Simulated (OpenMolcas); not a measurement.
Ni4+ (d6) among equal point charges was computed by CASSCF with the d shell active (OpenMolcas, ANO-RCC-VDZP on the metal). Its lowest spin-free states, and all those of the highest spin:

```json
{"2S+1": "5", "Degeneracy": "1", "E (cm-1)": "0.0"}
{"2S+1": "5", "Degeneracy": "2", "E (cm-1)": "1855"}
{"2S+1": "5", "Degeneracy": "1", "E (cm-1)": "8052"}
{"2S+1": "5", "Degeneracy": "1", "E (cm-1)": "9941"}
{"2S+1": "3", "Degeneracy": "1", "E (cm-1)": "30712"}
{"2S+1": "3", "Degeneracy": "2", "E (cm-1)": "30921"}
{"2S+1": "3", "Degeneracy": "1", "E (cm-1)": "31139"}
{"2S+1": "3", "Degeneracy": "2", "E (cm-1)": "31227"}
{"2S+1": "3", "Degeneracy": "1", "E (cm-1)": "31680"}
{"2S+1": "3", "Degeneracy": "1", "E (cm-1)": "32419"}
{"2S+1": "3", "Degeneracy": "2", "E (cm-1)": "33056"}
{"2S+1": "3", "Degeneracy": "1", "E (cm-1)": "33265"}
```

Problem. Is the site octahedral, tetrahedral or cube-like, axial, or of lower symmetry?

Solution. The states with 2S+1 = 5 have orbital degeneracies 1, 2, 1, 1. There are pairs but no triples, so the site is axial: not cubic, but with a proper or improper axis of order three or more. The run had Ni4+ among 4 point charges of -2.5 e arranged as a square (D4h), 2.16 Å from the ion.

Without dynamic correlation the repulsion within the d shell is too large (B by tens of per cent), so at a given field states of lower spin stand too high. Point charges give a weaker field than real ligands, and real ions of this kind are often low spin; the high spin found here belongs to the model. Point charges carry no covalency, so the field is a model and not that of real ligands. No measured value stands beside these numbers.
